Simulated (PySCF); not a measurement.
**Cl (chlorine, neutral): UHF calculation**

Configuration: [Ne] 3s2 3p5, 2P determinant. Calculation: PySCF 2.14, in cc-pVTZ-DK (5s4p2d1f, 34 functions); scalar relativity by spin-free X2C-1e.

```
Total energy                                                  : -460.894241 hartree
One-electron energy                                           : -636.8102 hartree
Hartree (Coulomb) energy                                      : 203.5972 hartree
Exchange energy                                               : -27.6813 hartree
⟨S²⟩                                                          : 0.7592
⟨L²⟩                                                          : 2.034
Sum of ⟨r⟩                                                    : 15.78 bohr
Sum of ⟨r²⟩                                                   : 27.46 bohr²
Traceless quadrupole moment −½Σ⟨3z² − r²⟩ along its main axis : 1.67 e·bohr²
Langevin diamagnetic susceptibility                           : -21.7 ×10⁻⁶ cm³/mol
Time after the integrals                                      : 0.07 s of wall time on 1 thread of AMD EPYC 9R45 96-Core Processor (shared host)
```

```json
{"shell": "1s α", "electrons": "1", "mean orbital energy (eV)": "-2864.3", "spread (eV)": "0", "rms radius, mean of both spins (bohr)": "0.105"}
{"shell": "1s β", "electrons": "1", "mean orbital energy (eV)": "-2864.0", "spread (eV)": "0", "rms radius, mean of both spins (bohr)": "0.105"}
{"shell": "2s α", "electrons": "1", "mean orbital energy (eV)": "-290.53", "spread (eV)": "0", "rms radius, mean of both spins (bohr)": "0.479"}
{"shell": "2s β", "electrons": "1", "mean orbital energy (eV)": "-290.23", "spread (eV)": "0", "rms radius, mean of both spins (bohr)": "0.479"}
{"shell": "2p α", "electrons": "3", "mean orbital energy (eV)": "-219.89", "spread (eV)": "0.668", "rms radius, mean of both spins (bohr)": "0.451"}
{"shell": "2p β", "electrons": "3", "mean orbital energy (eV)": "-219.34", "spread (eV)": "0.515", "rms radius, mean of both spins (bohr)": "0.451"}
{"shell": "3s α", "electrons": "1", "mean orbital energy (eV)": "-31.056", "spread (eV)": "0", "rms radius, mean of both spins (bohr)": "1.67"}
{"shell": "3s β", "electrons": "1", "mean orbital energy (eV)": "-27.754", "spread (eV)": "0", "rms radius, mean of both spins (bohr)": "1.67"}
{"shell": "3p α", "electrons": "3", "mean orbital energy (eV)": "-14.342", "spread (eV)": "2.139", "rms radius, mean of both spins (bohr)": "2.01"}
{"shell": "3p β", "electrons": "2", "mean orbital energy (eV)": "-13.034", "spread (eV)": "0", "rms radius, mean of both spins (bohr)": "2.01"}
```

Densities and radii are taken from the X2C orbitals without a picture-change correction, which distorts them close to the nucleus.
